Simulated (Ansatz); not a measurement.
Coupled-cluster diagnostics for B₈N⁺, Ansatz.

Geometry of the singlet (PBE0-D4/def2-SVP):

```xyz
9

N     0.993   -1.272    1.632
B    -1.289   -0.162    0.177
B    -1.954    0.955   -1.248
B     2.005   -0.736    0.975
B    -2.758    0.142   -0.237
B    -0.135   -0.867    1.095
B     2.358    0.231   -0.245
B     1.186    0.840   -1.040
B    -0.407    0.869   -1.109
```

Correlated methods freeze 9 core orbitals. Another isomer (singlet) lies 2.76 eV lower at PBE0-D4/def2-TZVP; other spin states weren't run for this one.

Estimate the CCSD(T) correlation energy, the shares of MP2 and (T), T1 and the reference's ⟨S²⟩ for: charge 1, singlet, own geometry in def2-TZVPP; and the rough time on 4 threads of Intel Xeon Platinum 8488C on a shared host.


| state | basis | correlation (eV) | MP2 share (%) | (T) share (%) | T1 | ⟨S²⟩ (pure) | wall time | remarks |
| --- | --- | --- | --- | --- | --- | --- | --- | --- |
| charge 1, singlet, own geometry | def2-TZVPP | -26.106 | 89.6 | 7.0 | 0.031 | 0.00 (0.00) | 5.5 min | large T1, restricted SCF unstable |
Customary marks for T1 are 0.02 (closed shells), 0.045 (open shells) and about 0.05 (3d metals). T1 exceeds 0.02 in 1 of 1 rows and 0.045 in 0; the higher it lies, the less the single-reference result can be trusted.
